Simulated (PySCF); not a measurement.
Species: C7H5ClF4O.
SMILES with atom numbers: `[F:1][C:2]1=[C:3]([Cl:4])[CH2:5][C:6]([CH2:7][C:8]([F:9])([F:10])[F:11])=[CH:12][O:13]1` (hydrogens: H14, H15 on C5; H16, H17 on C7; H18 on C12)

Computed with PBE0-D3(BJ)/def2-SVP geometry optimisation, gas phase (PySCF 2.14.0).

What internal coordinates does the optimisation give?

```tsv
bond	length (Å)
F1–C2	1.307
C2=C3	1.336
C3–Cl4	1.723
C3–C5	1.496
C5–C6	1.505
C6–C7	1.498
C7–C8	1.514
C8–F9, C8–F10, C8–F11	1.336
C6=C12	1.338
C12–O13	1.361
C2–O13	1.342
C5–H14, C5–H15	1.106
C7–H16, C7–H17	1.101
C12–H18	1.091
```

Bonds in one row agree within 0.01 Å and their mean is given. A selection of angles:
```tsv
angle	degrees
F1–C2–C3	124.8
F1–C2–O13	110.4
C3–C2–O13	124.8
C2–C3–Cl4	120.3
C2–C3–C5	122.2
Cl4–C3–C5	117.6
C3–C5–C6	109.8
C5–C6–C7	118.8
C5–C6–C12	121.5
C7–C6–C12	119.7
C6–C7–C8	114.2
C7–C8–F9	110.5
F9–C8–F10	107.3
C6–C12–O13	124.8
C2–O13–C12	116.9
```

Torsions: F1–C2–C3–Cl4 0° (synperiplanar); C2–C3–C5–C6 1° (synperiplanar); C3–C5–C6–C7 179° (antiperiplanar); C5–C6–C7–C8 78° (synclinal); C6–C7–C8–F9 180° (antiperiplanar); C5–C6–C12–O13 0° (synperiplanar); C6–C12–O13–C2 0° (synperiplanar); F1–C2–O13–C12 180° (antiperiplanar). The mirror-image conformer, all signs reversed, is as good.

The C–C distances run from 1.336 Å (C2=C3, drawn double) to 1.514 Å (C7–C8, drawn single), a spread of 0.178 Å. The 4 C–F bonds span 1.307 Å (F1–C2, drawn single) to 1.339 Å (C8–F10, drawn single), a spread of 0.032 Å. The 6-membered ring C2–C3–C5–C6–C12–O13 has internal angles of 109.8° to 124.8°; it is planar, 0.00 Å rms from its mean plane, widest ring torsion 1°. Of the pairs four or more bonds apart, F10···H15 is among the closest relative to their van der Waals radii: 2.45 Å, 92 % of the sum of Bondi's values.

Point group: C1 (no symmetry element, even within 0.4 Å). Whether it is a minimum is left open (no frequencies). One conformer, not necessarily the lowest.
